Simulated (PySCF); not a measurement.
CsBr, SMILES [Br][Cs].

The structure is a stationary point at PBE0-D3(BJ)/def2-TZVPD. The def2 effective core potentials stand for the cores of Cs; spin–orbit coupling is left out.

Two levels are set side by side: PBE/def2-TZVPD (PySCF) and ωB97X/def2-TZVPD (PySCF). Same geometry, gas phase. Differences are taken from unrounded values.

| quantity | PBE |
|---|---|
| orbital gap (eV) | 2.94 |
| highest occupied level (eV) | -4.62 |
| lowest empty level (eV) | -1.68 |
| dipole moment (D) | 10.54 |
| mean polarisability (bohr³) | 66.7 |

Question: These are the PBE values. What does ωB97X give? (Estimate from the structure and the level; the computed values follow.)

Answer: 
| quantity | ωB97X | PBE minus ωB97X |
|---|---|---|
| orbital gap (eV) | 7.92 | -4.98 |
| highest occupied level (eV) | -7.97 | 3.36 |
| lowest empty level (eV) | -0.06 | -1.62 |
| dipole moment (D) | 11.36 | -0.82 |
| mean polarisability (bohr³) | 56.0 | 10.7 |

PBE's occupied levels lie high since its potential decays too fast outside the molecule; exact exchange lowers them and widens the gap. PBE's more diffuse valence density responds more strongly to a field. Differences between two approximate levels are no errors against the true value.

Rough cost on one machine, each run with all the roots and properties that it gave: ωB97X against PBE within a factor of 2.
